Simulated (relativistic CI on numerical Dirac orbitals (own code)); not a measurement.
# Radial parameters of Kr I

Computed by Dirac-Coulomb-Breit CI, KLI orbitals optimised for each configuration, a model potential for QED, valence Slater integrals scaled by 0.85, P86 correlation energy added to each configuration (own radial code, finite nucleus).

Slater integrals F^k, G^k are unscaled and averaged over j, outside the closed core [Ar] 3d10 4s2; ζ comes from projecting the Hamiltonian with its Breit term on Σ l·s of the shell.

- 4p5 5s: ζ(4p) = 3579.4, G^1(4p,5s) = 2706.7 cm⁻¹; <r>(4p) = 1.86, <r^2>(4p) = 4.024, <r>(5s) = 5.707, <r^2>(5s) = 37.37 (bohr units).
- 4p5 5p: ζ(4p) = 3598.8, F^2(4p,5p) = 4325.8, G^0(4p,5p) = 806.34, G^2(4p,5p) = 971.91, ζ(5p) = 107.7 cm⁻¹; <r>(4p) = 1.847, <r^2>(4p) = 3.957, <r>(5p) = 7.937, <r^2>(5p) = 71.57 (bohr units).
- 4p5 4d: ζ(4p) = 3600.8, F^2(4p,4d) = 5102.5, G^1(4p,4d) = 3841.8, G^3(4p,4d) = 2217.5, ζ(4d) = -10.709 cm⁻¹; <r>(4p) = 1.852, <r^2>(4p) = 3.982, <r>(4d) = 9.128, <r^2>(4d) = 99.83 (bohr units).

In this model ζ of a weakly bound d, f or g electron outside closed shells comes out too small, for d by up to a factor of two or three and at times with the wrong sign; that of an outer p electron is too small as well.

Correlation outside the listed configurations is missing or only estimated: errors of thousands of cm⁻¹ between configurations and terms are usual at this charge. Rates and lifetimes follow the computed energies and can be off by large factors. The fine structure of a lone outer electron comes out too small, for d and f at times inverted, and misplaced configurations move strength between like terms. 16 of the 18 excited levels that our extract of the measured tables holds in this range could be paired (the sources list more); they are missed by 464 cm⁻¹ on average and 796 at most, and levels without a partner can miss by more.

Averages of the first 10 configurations, taken without configuration mixing, which lowers the lowest level and can move excited configurations by several eV; other configurations of the list can lie among them:

```json
{"Configuration": "4p6", "Parity": "even", "States": "1", "Average energy above the lowest level (eV)": "0.0"}
{"Configuration": "4p5 5s", "Parity": "odd", "States": "12", "Average energy above the lowest level (eV)": "10.3"}
{"Configuration": "4p5 5p", "Parity": "even", "States": "36", "Average energy above the lowest level (eV)": "11.6"}
{"Configuration": "4p5 4d", "Parity": "odd", "States": "60", "Average energy above the lowest level (eV)": "12.4"}
{"Configuration": "4p5 6s", "Parity": "odd", "States": "12", "Average energy above the lowest level (eV)": "12.6"}
{"Configuration": "4p5 6p", "Parity": "even", "States": "36", "Average energy above the lowest level (eV)": "13.0"}
{"Configuration": "4p5 5d", "Parity": "odd", "States": "60", "Average energy above the lowest level (eV)": "13.3"}
{"Configuration": "4p5 4f", "Parity": "even", "States": "84", "Average energy above the lowest level (eV)": "13.5"}
{"Configuration": "4p5 6d", "Parity": "odd", "States": "60", "Average energy above the lowest level (eV)": "13.7"}
{"Configuration": "4p5 5f", "Parity": "even", "States": "84", "Average energy above the lowest level (eV)": "13.8"}
```
